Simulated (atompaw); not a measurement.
## vanadium (V): one change to a PAW (atompaw) potential, before and after

V (Z = 23), PAW, made with atompaw 4.2.0.5 (PBE, scalar-relativistic). Core [Ne], reference 3s2 3p6 3d3 4s2 4p0. Waves: 3s (bound): rc 1.35 bohr; 4s (bound): rc 1.45 bohr; 3p (bound): rc 1.35 bohr; 4p (bound, empty): rc 1.55 bohr; 3d (bound): rc 2.55 bohr; 3d channel at 2.95 Ry: rc 2.55 bohr; 4f channel at 0.2 Ry: rc 2.55 bohr; 4f channel at 1.3 Ry: rc 2.55 bohr. Local part: troulliermartins scheme with l = 4 at 0.5 Ry, radius 2.50 bohr. Core correction: smooth core density matched at 1.30 bohr. Augmentation charge: besselshape compensation charge, radius 2.20 bohr; PAW radius 2.55 bohr; waves and projectors: custom rrkj vanderbiltortho.

Change: all radii scaled by about 1.11 (s 1.50, p 1.50, d 2.82, f 2.82 bohr); local potential troulliermartins scheme with l = 4 at 0.5 Ry, radius 2.78 bohr; augmentation besselshape compensation charge, radius 2.44 bohr; PAW radius 2.82 bohr; waves and projectors: custom rrkj vanderbiltortho; core correction smooth core density matched at 1.44 bohr.

Cutoffs: the cutoffs (Ry, on a coarse ladder) from which the occupation-weighted sum of valence levels, in a spherical-Bessel basis at the reference potential, stays within 10 and 1 mRy of its value at 400 Ry; they do not see the model core or the augmentation charge, which bear on the density cutoff.

Task: What does the change do?

Result: The potential gets softer (45 Ry and 80 Ry → 35 Ry and 70 Ry); neither file shows a bound ghost. A larger radius leaves more room for a smooth pseudo-wave, so fewer plane waves are needed.

```tsv
quantity	base	changed
cutoff, loose	45 Ry	35 Ry
cutoff, tight	80 Ry	70 Ry
loose cutoff by channel (10 mRy a level)	s 25 Ry, p 35 Ry, d 12 Ry	s 25 Ry, p 30 Ry, d 10 Ry
bound ghosts	none	none
lowest overlap eigenvalue by channel	s 0.12, p 0.19, d 0.86, f 0.78	s 0.10, p 0.12, d 0.87, f 0.83
```

 The cutoffs see the waves, projectors and local potential, not the compensation charge or the core.
